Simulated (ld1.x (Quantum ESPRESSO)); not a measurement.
**LDA (PZ) TM dataset for aluminium (Al), non-relativistic all-electron reference.**

ld1.x (Quantum ESPRESSO) 7.5 was run on this input:

```
&input
   title='Al', zed=13., rel=0, dft='PZ', iswitch=3,
   config='[Ne] 3s2 3p1 3d-2',
   nld=3, rlderiv=2.90, eminld=-3.0, emaxld=5.0, deld=0.02
 /
 &inputp
   pseudotype=2, tm=.true., lloc=0,
   nlcc=.false.,
   file_pseudopw='Al.UPF', file_wfcaegen='ae.wfc', file_wfcncgen='nc.wfc', file_beta='beta', file_chi='chi'
 /
3
3P  2  1   1.00   0.00  2.65  2.65  0.0
3D  3  2  -2.00  -0.05  2.30  2.30  0.0
3S  1  0   2.00   0.00  1.85  1.85  0.0
 &test
   configts(1)='3s2 3p1'
 /
```

Command:

```bash
ld1.x < Al.in > Al.out
```

Resulting log (shortened: banner, matrices, multipoles, cross overlaps and the repeated all-electron block are left out):

```
Program LD1 v.7.5
     --------------------------- All-electron run ----------------------------

     Al

     atomic number is 13.00
     dft =PZ   lsd =0 sic =0 latt =0  beta=0.20 tr2=1.0E-14
     Exchange-correlation= PZ
                           (   1   1   0   0   0   0   0)
     mesh =1135 r(mesh) = 100.48924 a.u. xmin = -7.00 dx = 0.01250
     1 Ry =  13.60569312 eV

     n l     nl                  e(Ry)          e(Ha)          e(eV)
     1 0     1S 1( 2.00)      -110.3120       -55.1560     -1500.8717
     2 0     2S 1( 2.00)        -7.8681        -3.9341      -107.0516
     2 1     2P 1( 6.00)        -5.1266        -2.5633       -69.7510
     3 0     3S 1( 2.00)        -0.5742        -0.2871        -7.8122
     3 1     3P 1( 1.00)        -0.2055        -0.1028        -2.7965

     final scf error:  5.8E-15 reached in  21 iterations

     Etot =    -482.618011 Ry,    -241.309006 Ha,   -6566.352557 eV

     Ekin =     481.327863 Ry,     240.663932 Ha,    6548.799196 eV
     Encl =   -1154.410176 Ry,    -577.205088 Ha,  -15706.550588 eV
     Eh   =     225.339071 Ry,     112.669535 Ha,    3065.894246 eV
     Exc  =     -34.874769 Ry,     -17.437385 Ha,    -474.495411 eV

     normalization and overlap integrals

     s(1S/1S) =  1.000000  <r> =   0.1210  <r2> =    0.0197  r(max) =   0.0789
     s(2S/2S) =  1.000000  <r> =   0.6310  <r2> =    0.4777  r(max) =   0.5016
     s(2P/2P) =  1.000000  <r> =   0.6051  <r2> =    0.4661  r(max) =   0.4264
     s(3S/3S) =  1.000000  <r> =   2.5388  <r2> =    7.5466  r(max) =   2.0597
     s(3P/3P) =  1.000000  <r> =   3.4362  <r2> =   14.2348  r(max) =   2.6447

     ------------------------ End of All-electron run ------------------------

     --------------------- Generating NC pseudopotential ---------------------

      Generating local pot.: lloc=0, matching radius rcloc =   1.8500

      Wfc   3P  rcut= 2.678  Using Troullier-Martins method

      Wfc   3D  rcut= 2.305  Using Troullier-Martins method

     ------------------- End of pseudopotential generation -------------------

     Computing logarithmic derivative in   2.90467
     Computing logarithmic derivative in   2.90467
     Computing the partial wave expansion
       no projector for channel:   0
     R is outside the sphere for l=    1 j= 0.00
     R is outside the sphere for l=    2 j= 0.00

     ---------------------- Testing the pseudopotential ----------------------

     Al

     atomic number is 13.00   valence charge is  3.00
     dft =PZ   lsd =0 sic =0 latt =0  beta=0.20 tr2=1.0E-14
     mesh =1135 r(mesh) = 100.48924 xmin = -7.00 dx = 0.01250

     n l     nl             e AE (Ry)        e PS (Ry)    De AE-PS (Ry)
     1 0     3S   1( 2.00)       -0.57419       -0.57419       -0.00000
     2 1     3P   1( 1.00)       -0.20554       -0.20554       -0.00000

     eps = 1.9E-15  iter =  8

     Etot =    -482.618011 Ry,    -241.309006 Ha,   -6566.352557 eV
     Etotps =    -3.886973 Ry,      -1.943487 Ha,     -52.884964 eV

     Ekin =       1.250358 Ry,       0.625179 Ha,      17.011989 eV
     Encl =      -6.820708 Ry,      -3.410354 Ha,     -92.800463 eV
     Ehrt =       2.886987 Ry,       1.443494 Ha,      39.279461 eV
     Ecxc =      -1.173808 Ry,      -0.586904 Ha,     -15.970466 eV
     Epseu=      -0.029803 Ry,      -0.014901 Ha,      -0.405486 eV

     ---------------------- End of pseudopotential test ----------------------
```

Generation and configuration tests took about 1.5 s on one core of a shared server CPU.

Transferability test of the new file with ld1.x, input:

```
&input
   title='Al', zed=13., rel=0, dft='PZ', iswitch=2,
   config='[Ne] 3s2 3p1 3d-2'
 /
 &test
   file_pseudo='Al.UPF', nconf=10,
   configts(1)='3s2 3p1',
   configts(2)='3s2 3p0',
   configts(3)='3s1 3p0',
   configts(4)='3s2 3p0.5',
   configts(5)='3s2 3p1.3',
   configts(6)='3s1 3p2',
   configts(7)='3s1 3p1',
   configts(8)='3s0 3p3',
   configts(9)='3s2 3p1', lsdts(9)=1,
   configts(10)='3s1 3p0', lsdts(10)=1
 /
```

```bash
ld1.x < Al.test.in > Al.test.out
```

Pseudopotential blocks of its output, shortened (energy terms left out):

```
     ---------------------- Testing the pseudopotential ----------------------

     n l     nl             e AE (Ry)        e PS (Ry)    De AE-PS (Ry)
     1 0     3S   1( 2.00)       -0.57419       -0.57419       -0.00000
     2 1     3P   1( 1.00)       -0.20554       -0.20554       -0.00000

     eps = 8.8E-16  iter =  8

     Etot =    -482.618011 Ry,    -241.309006 Ha,   -6566.352557 eV
     Etotps =    -3.886973 Ry,      -1.943487 Ha,     -52.884965 eV

     ---------------------- End of pseudopotential test ----------------------

          ---------------------- Testing the pseudopotential ----------------------

     n l     nl             e AE (Ry)        e PS (Ry)    De AE-PS (Ry)
     1 0     3S   1( 2.00)       -1.09490       -1.09350       -0.00140
     2 1     3P   1( 0.00)       -0.67385       -0.67312       -0.00073

     eps = 6.9E-15  iter = 11

     Etot =    -482.187564 Ry,    -241.093782 Ha,   -6560.496029 eV
     Etotps =    -3.456782 Ry,      -1.728391 Ha,     -47.031917 eV
     dEtot_ae =       0.430447 Ry
     dEtot_ps =       0.430191 Ry,   Delta E=       0.000256 Ry

     ---------------------- End of pseudopotential test ----------------------

          ---------------------- Testing the pseudopotential ----------------------

     n l     nl             e AE (Ry)        e PS (Ry)    De AE-PS (Ry)
     1 0     3S   1( 1.00)       -1.75601       -1.74197       -0.01405  !
     2 1     3P   1( 0.00)       -1.27866       -1.27003       -0.00863  !

     eps = 4.7E-15  iter =  5

     Etot =    -480.765908 Ry,    -240.382954 Ha,   -6541.153407 eV
     Etotps =    -2.041335 Ry,      -1.020668 Ha,     -27.773784 eV
     dEtot_ae =       1.852103 Ry
     dEtot_ps =       1.845638 Ry,   Delta E=       0.006466 Ry

     ---------------------- End of pseudopotential test ----------------------

          ---------------------- Testing the pseudopotential ----------------------

     n l     nl             e AE (Ry)        e PS (Ry)    De AE-PS (Ry)
     1 0     3S   1( 2.00)       -0.82019       -0.81978       -0.00041
     2 1     3P   1( 0.50)       -0.42585       -0.42565       -0.00020

     eps = 2.0E-15  iter =  6

     Etot =    -482.461497 Ry,    -241.230749 Ha,   -6564.223077 eV
     Etotps =    -3.730501 Ry,      -1.865250 Ha,     -50.756048 eV
     dEtot_ae =       0.156514 Ry
     dEtot_ps =       0.156473 Ry,   Delta E=       0.000041 Ry

     ---------------------- End of pseudopotential test ----------------------

          ---------------------- Testing the pseudopotential ----------------------

     n l     nl             e AE (Ry)        e PS (Ry)    De AE-PS (Ry)
     1 0     3S   1( 2.00)       -0.44527       -0.44534        0.00007
     2 1     3P   1( 1.30)       -0.09101       -0.09104        0.00004

     eps = 1.6E-15  iter = 13

     Etot =    -482.662100 Ry,    -241.331050 Ha,   -6566.952418 eV
     Etotps =    -3.931068 Ry,      -1.965534 Ha,     -53.484906 eV
     dEtot_ae =      -0.044089 Ry
     dEtot_ps =      -0.044095 Ry,   Delta E=       0.000006 Ry

     ---------------------- End of pseudopotential test ----------------------

          ---------------------- Testing the pseudopotential ----------------------

     n l     nl             e AE (Ry)        e PS (Ry)    De AE-PS (Ry)
     1 0     3S   1( 1.00)       -0.63480       -0.63328       -0.00152
     2 1     3P   1( 2.00)       -0.25092       -0.25059       -0.00034

     eps = 1.2E-15  iter =  7

     Etot =    -482.241535 Ry,    -241.120767 Ha,   -6561.230331 eV
     Etotps =    -3.511060 Ry,      -1.755530 Ha,     -47.770404 eV
     dEtot_ae =       0.376477 Ry
     dEtot_ps =       0.375913 Ry,   Delta E=       0.000563 Ry

     ---------------------- End of pseudopotential test ----------------------

          ---------------------- Testing the pseudopotential ----------------------

     n l     nl             e AE (Ry)        e PS (Ry)    De AE-PS (Ry)
     1 0     3S   1( 1.00)       -1.15298       -1.14850       -0.00447
     2 1     3P   1( 1.00)       -0.72417       -0.72192       -0.00225

     eps = 1.4E-15  iter =  7

     Etot =    -481.762717 Ry,    -240.881358 Ha,   -6554.715681 eV
     Etotps =    -3.033345 Ry,      -1.516672 Ha,     -41.270759 eV
     dEtot_ae =       0.855295 Ry
     dEtot_ps =       0.853628 Ry,   Delta E=       0.001666 Ry

     ---------------------- End of pseudopotential test ----------------------

          ---------------------- Testing the pseudopotential ----------------------

     n l     nl             e AE (Ry)        e PS (Ry)    De AE-PS (Ry)
     1 0     3S   1( 0.00)       -0.68674       -0.68298       -0.00376
     2 1     3P   1( 3.00)       -0.28995       -0.28902       -0.00092

     eps = 5.3E-16  iter =  7

     Etot =    -481.851027 Ry,    -240.925513 Ha,   -6555.917200 eV
     Etotps =    -3.122514 Ry,      -1.561257 Ha,     -42.483969 eV
     dEtot_ae =       0.766985 Ry
     dEtot_ps =       0.764459 Ry,   Delta E=       0.002525 Ry

     ---------------------- End of pseudopotential test ----------------------

          ---------------------- Testing the pseudopotential ----------------------

     n l     nl             e AE (Ry)        e PS (Ry)    De AE-PS (Ry)
     1 0     3S   1( 1.00)       -0.59118       -0.59283        0.00165
     2 1     3P   1( 1.00)       -0.22116       -0.22174        0.00058
     1 0     3S   2( 1.00)       -0.54707       -0.54421       -0.00286
     2 1     3P   2( 0.00)       -0.18067       -0.17933       -0.00135

     eps = 9.7E-16  iter = 13

     Etot =    -482.627988 Ry,    -241.313994 Ha,   -6566.488304 eV
     Etotps =    -3.897440 Ry,      -1.948720 Ha,     -53.027373 eV
     dEtot_ae =      -0.009977 Ry
     dEtot_ps =      -0.010467 Ry,   Delta E=       0.000490 Ry

     ---------------------- End of pseudopotential test ----------------------

          ---------------------- Testing the pseudopotential ----------------------

     n l     nl             e AE (Ry)        e PS (Ry)    De AE-PS (Ry)
     1 0     3S   1( 1.00)       -1.80309       -1.79866       -0.00444
     2 1     3P   1( 0.00)       -1.32057       -1.31820       -0.00237
     1 0     3S   2( 0.00)       -1.65069       -1.53740       -0.11330  !
     2 1     3P   2( 0.00)       -1.17885       -1.09899       -0.07986  !

     eps = 2.5E-15  iter =  5

     Etot =    -480.797269 Ry,    -240.398634 Ha,   -6541.580090 eV
     Etotps =    -2.082521 Ry,      -1.041260 Ha,     -28.334135 eV
     dEtot_ae =       1.820743 Ry
     dEtot_ps =       1.804453 Ry,   Delta E=       0.016290 Ry

     ---------------------- End of pseudopotential test ----------------------
```
